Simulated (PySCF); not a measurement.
**Correlation energy of Sb⁺ (antimony, charge +1)**

[Kr] 4d10 5s1 5p3, high-spin 5S determinant (an excited configuration). Calculation: PySCF 2.14, in x2c-QZVPPall (13s9p7d4f1g, 112 functions); the spin-free X2C one-electron Hamiltonian (Gaussian nucleus). Frozen: [Ar] 3d10; 22 electrons correlated.

MP2 pair energies summed by pair of shells (mhartree):

```
 pair   energy  share (%)
4d-4d  -330.45       50.9
4p-4d  -112.25       17.3
4d-5p   -66.61       10.3
4p-4p   -39.61        6.1
4s-4d   -30.47        4.7
4d-5s   -20.07        3.1
4s-4p   -16.16        2.5
5p-5p   -13.52        2.1
4p-5p    -7.29        1.1
4p-5s    -4.19        0.6
4s-4s    -3.54        0.5
5s-5p    -3.14        0.5
4s-5p    -1.12        0.2
4s-5s    -0.58        0.1
```

Total MP2 correlation energy: -649.01 mhartree.

Same-spin part -242.18 and opposite-spin part -406.82 mhartree; SCS-MP2 scales them by 1/3 and 6/5 to -568.92 mhartree.

This basis was not built for core-valence correlation, so the inner-shell part is incomplete.
